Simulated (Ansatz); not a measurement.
Job for Ansatz (a first-principles code): R-CCSD(T)/cc-pVTZ on GaH3O2 (SMILES [OH][GaH][OH]), a point of a torsion scan. The run froze 16 orbitals, filled d shells among them.

Ansatz 0.2 input:
```yaml
crystal:
  periodic: [false, false, false]
  atoms:
    - {symbol: O, position_ang: [-1.53744750, -0.27172763, 0.33166995]}
    - {symbol: Ga, position_ang: [0.15920405, -0.07578857, 0.51883803]}
    - {symbol: O, position_ang: [0.54784451, 0.41324366, 2.11936283]}
    - {symbol: H, position_ang: [-2.08630900, -0.52778742, -0.40465524]}
    - {symbol: H, position_ang: [1.17840706, -0.30398126, -0.58247826]}
    - {symbol: H, position_ang: [1.37046779, 0.60893349, 2.55977358]}
basis:
  gaussian:
    orbitals: cc-pVTZ
magnetization: {spin_polarized: false}
correlation: {method: ccsd_t, electrons: outside_noble_gas}
scf: {lower_state_search: off}
```

It printed:

```
WARN ansatz: RAYON_NUM_THREADS=1 ignored (pool sized by the plan → 1); use --threads N
Functional definition: HF
these checks for a lower state are left out or cut short: stability, starts, cluster_reference, orbital_swaps, neighbouring_geometries, increment
integrals: 0.31 GiB planned
880 factors; integrals over basis functions are off by at most 1.1e-3 eV
mean field: 0.40 GiB planned
mean field evaluation 1: about -56454.9244 eV, gradient 5.4e1 eV
mean field evaluation 2: about -56454.9921 eV, gradient 5.4e1 eV
mean field evaluation 4: about -56460.0873 eV, gradient 2.4e0 eV
mean field evaluation 8: about -56460.1195 eV, gradient 1.8e-1 eV
mean field -56460.11962091 eV, -2074.8711260250 hartree, gradient 1.3e-6 eV, S^2 0.000000; 0 other end points of the search recorded, 0 dependent functions left out
16 core orbitals not correlated, not the lowest: weight in the atoms' cores, before any rotation towards them, 0.773 or more for the frozen orbitals, at most 0.215 for the correlated occupied ones
reference -56460.11962091 eV, -2074.8711260250 hartree; 9, 9 occupied and 120, 120 virtual orbitals, 880 factors
second order -15.49597747 eV of doubles, -0.00000000 eV of singles
coupled cluster: 0.80 GiB planned
cycle   1  -15.33114657 eV  change    1.6e-1 eV  update   8.5e-2
cycle   2  -15.67201859 eV  change   -3.4e-1 eV  update   2.6e-2
cycle   3  -15.76803225 eV  change   -9.6e-2 eV  update   1.4e-2
cycle   4  -15.75453223 eV  change    1.4e-2 eV  update   3.3e-3
cycle   5  -15.75345819 eV  change    1.1e-3 eV  update   1.6e-3
cycle   6  -15.75421771 eV  change   -7.6e-4 eV  update   4.3e-4
cycle   7  -15.75393940 eV  change    2.8e-4 eV  update   1.4e-4
cycle   8  -15.75386968 eV  change    7.0e-5 eV  update   3.9e-5
cycle   9  -15.75387311 eV  change   -3.4e-6 eV  update   1.3e-5
perturbative correction -0.52390238 eV, -0.0192530573 hartree
Total energy: -56476.39739640 eV, -2075.4693232407 hartree
Checks for a lower state left out: stability, starts, cluster_reference, orbital_swaps, neighbouring_geometries, increment
```

The calculation finished and met its thresholds.

Cost: about 12 core-seconds (a rough figure).
